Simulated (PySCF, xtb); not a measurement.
C4H9N, SMILES C=C(C)CN.

GFN2-xTB run with xtb at its own geometry gives an orbital gap of 4.66 eV and a dipole moment of 0.99 D.

Geometry optimised at B3LYP-D3(BJ)/def2-SVP. One conformer was computed; it need not be the lowest.

What does PBE/def2-TZVP (PySCF) give? (The exact figures need the calculation; the answer reports its results.)

gap 4.81 eV (levels -5.49 and -0.67 eV), dipole 1.11 D.
